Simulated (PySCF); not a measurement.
PySCF input file for C2H2F, SMILES C=[C]F, multiplicity 2, PBE/pcH-1. Geometry optimised at B3LYP-D3(BJ)/def2-TZVP. The isomer is the one that the SMILES or the coordinates give; other isomers of the formula were not compared.

```python
import numpy as np
from pyscf import gto, scf, dft
from pyscf.prop.hfc import uks as hfc
from pyscf.prop.gtensor import uks as gtensor

mol = gto.M(
    atom='''
    C    -0.11905188   -1.19748960    0.00000000
    C     0.42794135   -0.00723542    0.00000000
    F    -0.12851179    1.17994635    0.00000000
    H    -1.19961254   -1.31177355    0.00000000
    H     0.50288181   -2.07939348    0.00000000
    ''',
    basis='pcH-1',
    charge=0,
    spin=1,
    max_memory=1600,
    verbose=3,
)
mf = dft.UKS(mol, xc='pbe')
mf.grids.level = 3
mf.conv_tol = 1e-10
mf.max_cycle = 100
mf.kernel()
fine, coarse = mf.grids, dft.Grids(mol).set(level=1).build(with_non0tab=True)
for _ in range(3):  # follow internal instabilities
    mf.grids = coarse
    mo, _, stable, _ = mf.stability(return_status=True, nroots=4)
    mf.grids = fine
    if stable:
        break
    mf.kernel(mf.make_rdm1(mo, mf.mo_occ))
A = hfc.HFC(mf).make_fcdip(mf.make_rdm1())  # Fermi contact and dipolar terms, MHz
print('atom   A(iso)/MHz   principal dipolar parts/MHz')
for i, a in enumerate(A):
    w = np.linalg.eigvalsh((a + a.T) / 2)
    print(f'{mol.atom_symbol(i):2s}{i + 1:3d} {w.mean():12.2f}', (w - w.mean()).round(2))
gt = gtensor.GTensor(mf)
gt.dia_soc2e, gt.para_soc2e, gt.so_eff_charge = None, None, True
gt.max_cycle_cphf = 60
g = gt.kernel()
```

Output:

```

WARN: HOMO -0.208270103186852 >= LUMO -0.208270103186845

converged SCF energy = -176.954916479061  <S^2> = 0.75731643  2S+1 = 2.0073031
<class 'pyscf.dft.uks.UKS'> wavefunction is stable in the internal stability analysis
atom   A(iso)/MHz   principal dipolar parts/MHz
C   1        88.31 [-22.95  -2.32  25.27]
C   2       520.94 [-74.94 -53.19 128.13]
F   3       334.34 [-289.28 -237.43  526.71]
H   4       123.66 [-6.56 -1.4   7.96]
H   5        35.41 [-8.11 -6.35 14.46]
SOC(1e)/OZ [-0.00023291 -0.00058876  0.00249608]
free electron g 2.00231930436182
g-tensor total [2.00201045 2.00150945 2.00461678]
g-shift (ppt) [-0.30885306 -0.80985323  2.2974725 ]
```

The run converged.

Cost: about 40 core-seconds (a rough figure).
